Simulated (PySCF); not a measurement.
# Working with the constants of BeF

UHF-CCSD(T) constants of BeF, ²Σ⁺ (doublet), unpaired electrons σ ↑ (PySCF, spin-free X2C with a Gaussian nucleus, basis sets Be x2c-TZVPPall, F x2c-TZVPPall; masses 9.0122 and 18.9984 u):

```
ωe           : 1227.7 cm⁻¹
ωexe         : 9.22 cm⁻¹
Be           : 1.4581 cm⁻¹
αe           : 0.0178 cm⁻¹
De to Be + F : 5.45 eV
```

What force constant and bond length do these constants imply?

Reduced mass μred = 6.1126 u; k = 5.8918×10⁻⁷·μred·ωe² (u, cm⁻¹, mdyn/Å) = 5.43 mdyn/Å; Re = √(16.8576/(μred·Be)) (u, cm⁻¹, Å) = 1.375 Å.

Estimate the centrifugal constant D from the Kratzer relation and find the Dunham coefficient a1.

D = 4Be³/ωe² = 8.23e-06 cm⁻¹; a1 = −1 − αeωe/(6Be²) = -2.71.

Correlated steps freeze 1 core orbital. The state is the lowest determinant that a PBE0 search found; another state may lie lower at other levels.
